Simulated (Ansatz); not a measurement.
Born–Oppenheimer molecular dynamics of H3OTe (5 atoms, charge 1, multiplicity 1). It starts from a relaxed structure.

The calculation used RKS LDA/def2-SVP (Ansatz).

```yaml
ensemble: NVE (velocity Verlet)
time_step: 0.5 fs
steps_asked: 166
starting_velocities_drawn_for: 300 K
masses: H 3.016 u
seed: 595750
```

First frame:

```xyz
5
Properties=species:S:1:pos:R:3
O -0.332 -0.592 0.087
Te 1.234 0.840 0.129
H -0.786 -0.850 0.925
H -0.297 -1.341 -0.556
H 0.181 1.942 -0.585
```

Q: How far do the bonds stretch over the last three quarters of this one trajectory? (Pairs bonded in most of those frames.)

A: 
| bond | mean (Å) | spread (Å) | shortest | longest |
| --- | --- | --- | --- | --- |
| O1–Te2 | 2.114 | 0.017 | 2.09 | 2.15 |
| O1–H3 | 0.992 | 0.035 | 0.93 | 1.05 |
| O1–H4 | 0.989 | 0.031 | 0.93 | 1.05 |
| Te2–H5 | 1.686 | 0.014 | 1.66 | 1.71 |

Mean temperature of the second half: 151 K. The conserved energy stayed within 0.25 meV per atom of its start (net change 0.22 meV per atom), so the integration is sound. The temperature averaged 0.50 of the 300 K drawn at the start: a run that starts near a minimum puts about half its kinetic energy into the potential. A run of 0.083 ps of so small a system gives no equilibrium averages. Limits of this set-up: the dipole of an ion depends on the origin.

Time of the run: 85 s on 1 thread of Arm Neoverse V1, on a shared host, peak memory 0.08 GiB.
